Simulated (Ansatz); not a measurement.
The cluster Hf4⁺, relaxed as a doublet with UKS PBE0-D4/def2-SVP in Ansatz, starting from the GFN2-xTB geometry. Force threshold 0.02 eV/Å.

In the def2 sets Hf takes a core potential; there is no spin–orbit coupling. The charge 1 doublet is spin-contaminated (final ⟨S²⟩ up to 2.45, 0.75 for a pure state). The relaxation made no stability test and no search for a lower SCF solution. At PBE0-D4/def2-SVP a quartet of charge 1 lies 0.10 eV below the doublet, each at its own geometry. The structure comes from a short search, and lower isomers may exist.

Start:

```xyz
4

Hf    0.283    1.811    0.920
Hf   -0.007    0.310   -1.694
Hf   -1.830   -0.818    0.442
Hf    1.554   -1.303    0.332
```

Task: Estimate the energy that the relaxation releases and the steps that it takes.

Result: 2.04 eV, in 7 steps; 63 s on 4 threads of Arm Neoverse V2 on a shared host. The force fell under the threshold at step 5, but the optimiser went on. No frequencies were taken in this run, so the end may be a saddle point.

Task: Does the start keep its bonding and symmetry?

Result: By distances, no bond broke or formed. The bond that changes most is Hf1–Hf3, from 3.41 to 2.80 Å (atoms count from 1). Point group C3v at the start, Cs at the end, both within 0.05 Å.

Task: Predict the relaxed structure.

Result: 
Cartesian coordinates in Å:
```
Hf 0.2309 1.4736 0.8399
Hf -0.0222 0.3178 -1.6698
Hf -1.5015 -0.6869 0.4515
Hf 1.2928 -1.1046 0.3784
```
Bond lengths (bridged metal pairs left out): 6 × Hf–Hf 2.77 to 2.83 Å.
